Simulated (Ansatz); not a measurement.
## Ansatz (development build ahead of 0.2.0) run

```yaml
crystal:
  periodic: [false, false, false]
  atoms:
    - { symbol: H, position_ang: [0.0, 0.0, -2.47] }
    - { symbol: H, position_ang: [0.0, 0.0, -1.482] }
    - { symbol: H, position_ang: [0.0, 0.0, -0.494] }
    - { symbol: H, position_ang: [0.0, 0.0, 0.494] }
    - { symbol: H, position_ang: [0.0, 0.0, 1.482] }
    - { symbol: H, position_ang: [0.0, 0.0, 2.47] }
basis:
  gaussian: { orbitals: "6-31G" }
hamiltonian:
  xc: hf
correlation:
  method: mp2
  frozen_orbitals: { H: 0 }
output:
  forces: true
```

The input is written out in the form of the current development build from the run's settings.

The run gave:

```yaml
Converged: yes
Reference_energy: -3.22977 hartree
Correlation_energy: -0.06718 hartree
Total_energy: -3.29695 hartree
```

Forces (eV/Å):
```tsv
atom	Fx	Fy	Fz
H1	0.000	0.000	3.374
H2	0.000	0.000	-5.676
H3	0.000	0.000	5.075
H4	0.000	0.000	-5.075
H5	0.000	0.000	5.676
H6	0.000	0.000	-3.374
```

Caution: bonds are stretched, where a single reference can fail; stretched shape with no unrestricted run beside it, a lower state can exist.
